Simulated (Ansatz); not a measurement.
Geometry optimisation, Ansatz, RKS PBE-D4/6-31G*.

Input file:

```yaml
crystal:
  periodic: [false, false, false]
  atoms:
    - { symbol: "N", position_ang: [-1.8369, 1.6812, 0.4831] }
    - { symbol: Si, position_ang: [-0.9893, 0.2147, 0.8174] }
    - { symbol: "N", position_ang: [0.5993, 0.278, 0.0302] }
    - { symbol: Al, position_ang: [0.4722, 0.0753, -1.8482] }
    - { symbol: Si, position_ang: [1.5599, -1.1518, 0.6045] }
    - { symbol: H, position_ang: [-1.99767, 2.25128, 1.36294] }
    - { symbol: H, position_ang: [-2.81418, 1.46089, 0.14312] }
    - { symbol: H, position_ang: [-1.712, -0.9238, 0.3223] }
    - { symbol: H, position_ang: [-0.8225, 0.1111, 2.3177] }
    - { symbol: H, position_ang: [0.9278, 1.1932, -2.8207] }
    - { symbol: H, position_ang: [-0.3451, -1.2341, -2.3929] }
    - { symbol: H, position_ang: [1.7633, -1.0439, 2.095] }
    - { symbol: H, position_ang: [2.8319, -1.1416, -0.0362] }
    - { symbol: H, position_ang: [0.8117, -2.3765, 0.3213] }
basis:
  gaussian: { orbitals: "6-31G*" }
hamiltonian:
  xc: pbe
  dispersion: d4
relax:
  f_tol: 0.015
  max_steps: 40
output:
  orbitals: {}
```

Launched with:

```bash
$ ansatz run input.yaml --threads 2 --pin off --max-ram 3072MiB --backend cpu --events-out ev --progress --plain --runs-dir out
```

Task: Where does it end, and by what steps?

Result: The run converged. After 20 steps the energy has fallen by 1.662 eV; H10 moved furthest, 1.46 Å. Joined: N1–Al4, Si2–Al4.

| step | energy less start (eV) | largest force component (eV/Å) | accepted |
| --- | --- | --- | --- |
| 0 | 0.0000 | 2.278 | yes |
| 1 | -0.3941 | 0.939 | yes |
| 2 | -0.5513 | 0.806 | yes |
| 3 | -0.7016 | 0.533 | yes |
| 4 | -0.8290 | 0.342 | yes |
| 5 | -0.9826 | 0.339 | yes |
| 6 | -1.1855 | 0.422 | yes |
| 7 | -1.4521 | 0.457 | yes |
| 8 | -1.5710 | 0.656 | yes |
| 9 | -1.6181 | 0.407 | yes |
| 10 | -1.6372 | 0.170 | yes |
| 11 | -1.6310 | 0.413 | no |
| 12 | -1.6529 | 0.047 | yes |
| 13 | -1.6574 | 0.025 | yes |
| 14 | -1.6591 | 0.046 | yes |
| 15 | -1.6598 | 0.052 | yes |
| 16 | -1.6607 | 0.068 | yes |
| 17 | -1.6612 | 0.061 | yes |
| 18 | -1.6615 | 0.046 | yes |
| 19 | -1.6616 | 0.023 | yes |
| 20 | -1.6617 | 0.013 | yes |

```xyz
14
Properties=species:S:1:pos:R:3
N -1.693 1.177 -0.202
Si -1.047 0.053 1.115
N 0.332 -0.404 0.223
Al -0.039 0.622 -1.349
Si 1.668 -1.455 0.575
H -1.730 2.172 0.048
H -2.604 0.916 -0.595
H -2.117 -0.970 1.376
H -0.854 0.869 2.361
H 0.858 1.940 -1.564
H -0.612 -0.186 -2.616
H 2.262 -1.181 1.931
H 2.733 -1.247 -0.463
H 1.291 -2.914 0.560
```

Whether the end is a true minimum wasn't checked by a vibrational analysis.

The run took 50 s on 2 threads of Intel(R) Xeon(R) Platinum 8375C CPU @ 2.90GHz (Ice Lake) (shared host), peak memory 0.18 GiB.
